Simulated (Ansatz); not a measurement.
```yaml
crystal:
  periodic: [false, false, false]
  atoms:
    - {symbol: C, position_ang: [1.350165, 2.348075, 0.701525]}
    - {symbol: C, position_ang: [0.593366, 1.169085, 1.298060]}
    - {symbol: P, position_ang: [-0.047123, 0.021063, 0.040250]}
    - {symbol: C, position_ang: [-1.363325, 0.902696, -0.854459]}
    - {symbol: C, position_ang: [-1.963255, 0.087131, -1.991792]}
    - {symbol: C, position_ang: [-0.844920, -1.347738, 0.934657]}
    - {symbol: C, position_ang: [0.143764, -2.224549, 1.691150]}
    - {symbol: Ga, position_ang: [1.681212, -0.753980, -1.435087]}
    - {symbol: F, position_ang: [1.240348, -0.092211, -3.018533]}
    - {symbol: F, position_ang: [1.584265, -2.520697, -1.340540]}
    - {symbol: F, position_ang: [3.174086, -0.077548, -0.761813]}
    - {symbol: H, position_ang: [0.713178, 2.958605, 0.058558]}
    - {symbol: H, position_ang: [1.723111, 2.992632, 1.499458]}
    - {symbol: H, position_ang: [2.205434, 2.002607, 0.117951]}
    - {symbol: H, position_ang: [1.258559, 0.582786, 1.937651]}
    - {symbol: H, position_ang: [-0.249164, 1.496473, 1.916704]}
    - {symbol: H, position_ang: [-0.907648, 1.815101, -1.248396]}
    - {symbol: H, position_ang: [-2.122670, 1.205689, -0.125518]}
    - {symbol: H, position_ang: [-1.197851, -0.175467, -2.724311]}
    - {symbol: H, position_ang: [-2.431527, -0.831261, -1.632401]}
    - {symbol: H, position_ang: [-2.733324, 0.669365, -2.500941]}
    - {symbol: H, position_ang: [-1.602631, -0.920186, 1.600114]}
    - {symbol: H, position_ang: [-1.370346, -1.940753, 0.181284]}
    - {symbol: H, position_ang: [-0.386995, -3.034926, 2.193965]}
    - {symbol: H, position_ang: [0.868813, -2.668438, 1.006566]}
    - {symbol: H, position_ang: [0.684466, -1.663545, 2.455879]}
basis:
  gaussian: {orbitals: def2-mTZVPP}
magnetization: {spin_polarized: true, initial_magnetization: 6}
hamiltonian: {xc: {name: wB97}}
```

```sh
$ ansatz run in.yaml --threads 11 --pin off --events-out ev --progress --plain --max-ram 174080MiB --backend cuda --devices 0, --max-vram 75GiB
```

It prints (some lines left out):

```
Functional definition: wB97
3052 factors; their error is unknown
995 factors; integrals over basis functions are off by at most 1.9e-5 eV
mean field evaluation 1: about -76260.4605 eV, gradient 5.5e1 eV
mean field evaluation 2: about -76224.3964 eV, gradient 1.1e2 eV
mean field evaluation 4: about -76272.4327 eV, gradient 9.0e0 eV
mean field evaluation 8: about -76273.2800 eV, gradient 6.3e-1 eV
mean field evaluation 16: about -76273.2482 eV, gradient 2.8e-1 eV
mean field evaluation 32: about -76273.2502 eV, gradient 2.7e-4 eV
mean field -76273.25021231 eV, -2802.9902454366 hartree, gradient 2.0e-5 eV, S^2 12.014608; 6 other end points of the search recorded, 0 dependent functions left out
reference -76273.25019916 eV, -2802.9902449534 hartree; 65, 59 occupied and 259, 265 virtual orbitals, 3052 factors
Total energy: -76273.25019916 eV, -2802.9902449534 hartree
```

In this input the spin is set far too high for this molecule. The calculation finished and met its thresholds. The result belongs to that input, not to the molecule as meant.
